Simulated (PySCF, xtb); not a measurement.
Ge(NH2)2 (GeH₄N₂), SMILES [NH2][Ge][NH2] (connectivity only; charge and spin as stated), neutral, multiplicity 1.

GFN2-xTB run with xtb at its own geometry gives an orbital gap of 4.39 eV and a dipole moment of 0.60 D.

Geometry optimised at ωB97X-D3(BJ)/def2-TZVP. One conformer was computed; it need not be the lowest.

Task: What does HF/def2-TZVPD (PySCF) give? (Estimate from the structure and the level; the computed values follow.)

Result: gap 11.52 eV (levels -9.31 and 2.21 eV), dipole 1.37 D.
